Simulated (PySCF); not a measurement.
Deuteron quadrupole couplings in `C[SiH2]P[SiH2]SC`

Species: C2H11PSSi2.
Z-matrix (Å and degrees, GFN2-xTB geometry), rows numbered from 1:
```
C 
Si  1  1.8975
P   2  2.2386  1  106.96
Si  3  2.2291  2   99.92  1  -162.97
S   4  2.1438  3  109.59  2   167.03
C   5  1.8207  4  100.44  3    44.96
H   1  1.0854  2  111.04  3  -171.60
H   1  1.0871  2  110.87  3   -51.67
H   1  1.0871  2  111.43  3    68.20
H   2  1.4653  1  111.71  3   114.96
H   2  1.4687  1  110.85  3  -123.34
H   3  1.3808  2   96.46  1   -66.08
H   4  1.4628  3  106.55  2   -75.09
H   4  1.4567  3  117.69  2    50.31
H   6  1.0845  5  107.09  4  -168.50
H   6  1.0872  5  109.33  4   -49.04
H   6  1.0856  5  109.32  4    72.19
```

Level: PBE0/pcSseg-1 (PySCF, non-relativistic); Q(2H) = 0.00286 b; rigid geometry, the same for H and D, with no vibrational averaging.

Question: Rank these positions by the coupling χzz of a deuteron there, largest first.
A. H10 (Si–H hydrogen)
B. H16 (methyl hydrogen)
C. H17 (methyl hydrogen)
D. H12 (P–H hydrogen)
E. H7 (methyl hydrogen)

Answer: E (219 kHz), C (212 kHz), B (206 kHz), D (148 kHz), A (108 kHz).

Question: Give the electric field gradient Vzz (the principal value of largest size), its asymmetry and the 2H coupling at each hydrogen.

Answer: 
```json
{"atom": "H7", "bonded to": "C1", "bond length (Å)": "1.085", "Vzz (au)": "0.3260", "η": "0.00", "χzz (kHz)": "219"}
{"atom": "H8", "bonded to": "C1", "bond length (Å)": "1.087", "Vzz (au)": "0.3210", "η": "0.01", "χzz (kHz)": "216"}
{"atom": "H9", "bonded to": "C1", "bond length (Å)": "1.087", "Vzz (au)": "0.3222", "η": "0.01", "χzz (kHz)": "216"}
{"atom": "H10", "bonded to": "Si2", "bond length (Å)": "1.465", "Vzz (au)": "0.1612", "η": "0.02", "χzz (kHz)": "108"}
{"atom": "H11", "bonded to": "Si2", "bond length (Å)": "1.469", "Vzz (au)": "0.1583", "η": "0.02", "χzz (kHz)": "106"}
{"atom": "H12", "bonded to": "P3", "bond length (Å)": "1.381", "Vzz (au)": "0.2197", "η": "0.07", "χzz (kHz)": "148"}
{"atom": "H13", "bonded to": "Si4", "bond length (Å)": "1.463", "Vzz (au)": "0.1626", "η": "0.00", "χzz (kHz)": "109"}
{"atom": "H14", "bonded to": "Si4", "bond length (Å)": "1.457", "Vzz (au)": "0.1669", "η": "0.02", "χzz (kHz)": "112"}
{"atom": "H15", "bonded to": "C6", "bond length (Å)": "1.085", "Vzz (au)": "0.3186", "η": "0.04", "χzz (kHz)": "214"}
{"atom": "H16", "bonded to": "C6", "bond length (Å)": "1.087", "Vzz (au)": "0.3061", "η": "0.05", "χzz (kHz)": "206"}
{"atom": "H17", "bonded to": "C6", "bond length (Å)": "1.086", "Vzz (au)": "0.3149", "η": "0.03", "χzz (kHz)": "212"}
```

Question: Average by the element that carries the hydrogen.

Answer: on C: 214 kHz over 6 positions, mean bond length 1.086 Å; on Si: 109 kHz over 4 positions, mean bond length 1.463 Å; on P: 148 kHz over 1 position, mean bond length 1.381 Å.

Question: Give the 2H NMR doublet splittings at H9 for a magnetic field along the z, y and x axes of the gradient: 3χ/2, 3χ(1 + η)/4, 3χ(1 − η)/4.

Answer: With |χ| = 216.5 kHz and η = 0.006: 325, 163 and 161 kHz, to first order and without motion.

The structure is a single GFN2-xTB conformer in the gas phase; no vibrational or solvent corrections. GFN2-xTB bond lengths can be off by several hundredths of an ångström, more for odd bonds, and the gradients follow them. The small basis limits the accuracy of the gradients.

These values come from a run that also computed NMR shieldings. Time: 68 s wall; peak memory 0.97 GiB. Hardware: Intel Xeon at 2.50 GHz, one thread, on a shared host.
